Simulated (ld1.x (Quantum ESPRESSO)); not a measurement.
# Varying the TM semilocal potential for bismuth (Bi)

Base potential:

Bi, norm-conserving Troullier–Martins (semilocal form), made with ld1.x (Quantum ESPRESSO) 7.5 (LDA (PZ), scalar-relativistic). Core [Xe] 4f14, reference 5d10 6s1 6p4. Waves: 6p (bound): rc 2.00 bohr; 5d (bound): rc 2.00 bohr; 6s (bound): rc 1.85 bohr. Local part: the s channel. Core correction: a·sin(br)/r model core inside 1.50 bohr.

Cutoffs, loose and tight: the cutoffs (Ry, on a coarse ladder) from which the occupation-weighted sum of valence levels, in a spherical-Bessel basis at the reference potential, stays within 10 and 1 mRy of its value at 400 Ry. They do not see the model core or the augmentation charge, which bear on the density cutoff. Test errors are all-electron minus pseudo excitation energies from the reference, over the configurations 5d10 6s2 6p3; 5d10 6s2 6p2; 5d10 6s2 6p1; 5d10 6s0 6p5; 5d9 6s2 6p3; 5d10 6s1 6p0; 5d10 6s2 6p2.5 (two spin-polarised tests are not counted in the largest error). A dash means not determined; rows that change the core or the reference have their own tests.

A true bound ghost makes a file unfit for plane-wave use even where its test errors are small: the radial tests pick states by their node count and pass the ghost by.

In the semilocal form every listed channel keeps its own potential, so the choice of the local channel does not act on these tests. It acts once the file is put into the separable form.

A semilocal file is local in each channel, so a ghost entry of none says nothing of the separable form that plane-wave codes build from it.

```tsv
change	outcome	cutoff, loose	cutoff, tight	bound ghosts	largest test error (meV)
base	generated	55 Ry	90 Ry	none	-59
functional PW91	generated	55 Ry	90 Ry	none	-70
core correction a·sin(br)/r model core inside 1.18 bohr	generated	55 Ry	90 Ry	none	-71
type PAW, which also changes the form from semilocal to separable; waves now 6s (bound): rcut 1.60, rcutus 1.85 bohr; 6s channel at 2.9 Ry: rcut 1.60, rcutus 1.85 bohr; 6p (bound): rcut 1.75, rcutus 2.00 bohr; 6p channel at -0.05 Ry: rcut 1.75, rcutus 2.00 bohr; 5d (bound): rcut 1.75, rcutus 2.00 bohr; 5d channel at -1.75 Ry: rcut 1.75, rcutus 2.00 bohr; local potential all-electron potential smoothed inside 1.65 bohr (lloc = -1); augmentation BESSEL, radius 1.40 bohr	generated	30 Ry	50 Ry	p, s	-56
```

**Question.** What comes out with this change to the base: reference 5d10 6s2 6p1.5?

**Answer.** outcome: generated; cutoff, loose: 55 Ry; cutoff, tight: 90 Ry; bound ghosts: none; largest test error (meV): -129.

**Question.** What comes out with this change to the base: all radii but the core radius scaled by about 0.81 (s 1.50, p 1.62, d 1.62 bohr)?

**Answer.** outcome: generated; cutoff, loose: 100 Ry; cutoff, tight: 160 Ry; bound ghosts: none; largest test error (meV): +237.

**Question.** What comes out with this change to the base: wave 6s (bound): rc 1.85 bohr becomes 6s (bound): rc 2.42 bohr?

**Answer.** outcome: generated; cutoff, loose: 55 Ry; cutoff, tight: 90 Ry; bound ghosts: none; largest test error (meV): -32.
